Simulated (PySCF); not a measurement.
**C₆ coefficients of unlike pairs at wB97M-V**

Calculated with PySCF 2.14 from the dipole response of each species, C₆(A,B) = (3/π) ∫ α_A(iu) α_B(iu) du, in atomic units, from isotropic polarisabilities. For ions this is the dispersion term alone; charge-induced terms of lower order in 1/R come first.

```csv
species,configuration,basis,relativity,α (bohr³),C₆ (like pair)
Cd³⁺,[Kr] 4d9 (2D),def2-QZVPPD with the def2 core potential (28 electrons) (7s5p4d4f2g),core potential,3.707,16.33
Ru²⁺,[Kr] 4d6 (5D),def2-TZVPPD with the def2 core potential (28 electrons) (6s4p3d2f1g),core potential,7.162,36.07
Cr,[Ar] 3d5 4s1 (7S),aug-cc-pVDZ-DK (7s6p4d2f),spin-free X2C,88.46,771.2
```

(1) Estimate C₆ for Ru²⁺ with Cd³⁺.

No spin-orbit coupling is included.

The other pairs:

```json
{"pair": "Cr, Ru²⁺", "C₆": "119.6"}
{"pair": "Cr, Cd³⁺", "C₆": "69.05"}
```

## Answers

(1) The integral gives 23.89. The combination rule 2 C_A C_B / (C_A α_B/α_A + C_B α_A/α_B) gives 23.46 and the geometric mean 24.27.
